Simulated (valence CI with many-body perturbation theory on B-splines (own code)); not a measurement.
# Pr LV in brief

Calculated by relativistic CI+MBPT: three valence electrons over a frozen Dirac-Fock core [He], a basis of 11 s, 11 p, 10 d, 8 f, 5 g, 2 h functions for each j, with the one-electron correlation potential Σ1 (screened to all orders), the two-electron term Σ2, the three-electron term Σ3, Breit, model QED; selected single and double excitations, second order for the rest, scaled by the run's own slope (own B-spline code, finite nucleus).

No measured spectrum was set against this ion. As an estimate, large intervals hold to a few tenths of a per cent, small ones and those within an open d or f shell to about a per cent.

Levels are named by their leading jj configuration (3d3/2^4 stands for four electrons in 3d with j = 3/2), which in mixed levels can hold well under half, so a name can repeat and another be missing.

Rates and lifetimes use the calculated energies. Strong lines usually hold to 10 to 20 %, long lifetimes can be off by a factor of two.

(1) What is the ground level?

(2) Where does the other parity begin?

(3) Among levels below 9158.2 eV, which E1 lines absorb most strongly from the ground level?

(4) How well does LS coupling describe the low levels?

(5) What is the ionisation energy?

Results:

(1) (2s^2 2p1/2) J=1/2, composition 100 % 2s2 2p 2P°, g = 0.635.

(2) At (2s 2p1/2^2) J=1/2, 187.3 eV.

(3) to (2s^2 3d3/2) J=3/2 at 0.1881 nm, f = 0.547; to (2s 2p1/2 3p1/2) J=3/2 at 0.1900 nm, f = 0.237; to (2s 2p1/2 3p3/2) J=3/2 at 0.1852 nm, f = 0.177.

(4) Among the lowest 20 levels the leading LS term, summed over configurations, holds 76 % on average. For single configurations the figures are 76 % in LS and 99 % in jj coupling. Terms mix most in the J = 3/2 level at 948.2 eV, where the leading one holds 47 %.

(5) 11257 eV; NIST lists 11262 ± 5 eV (theoretical).
